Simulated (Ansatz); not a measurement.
Stepwise reaction of `CS[Si](F)(F)F` with hydrogen chloride, as a gas-phase model of exchange steps in deposition or etching. ΔE in kJ/mol; ΔG adds harmonic PBE0-D4 terms to CCSD(T)/CBS, at 1 bar.

Program: Ansatz. Geometries: PBE0-D4/def2-TZVP. ΔE: electronic, gas phase. CCSD(T)/CBS adds triple-zeta CCSD(T) − MP2 to the extrapolated MP2 energy (def2 sets, frozen cores). This one scheme is used for every species. DFT in def2-TZVPP. B3LYP here is the variant with VWN-RPA as its local correlation; programs differ in this. One conformer a species, not always the lowest.

```tsv
step	reaction	PBE-D4	B3LYP-D4	ωB97M-V	CCSD(T)/CBS	ΔG(500 K)
1	`CS[Si](F)(F)F` + HCl → `CS[Si](F)(F)Cl` + H–F	41.0	51.2	50.5	49.3	54.3
2	`CS[Si](F)(F)Cl` + HCl → `CS[Si](F)(Cl)Cl` + H–F	39.2	49.2	48.7	46.0	52.0
```

Task: By hand: ΔE of the 2 steps together at CCSD(T)/CBS.

Result: (49.3) + (46.0) = 95.3 kJ/mol, or 47.6 kJ/mol a step.

In ΔE the steps differ by no more than 3.3 kJ/mol. All are uphill at CCSD(T)/CBS. ΔG lies between 52.0 and 54.3 kJ/mol a step. PBE-D4 differs from CCSD(T)/CBS by -8.3 to -6.8 kJ/mol a step. Isolated molecules leave out the surface, adducts and barriers. Largest T1 diagnostic: 0.011.
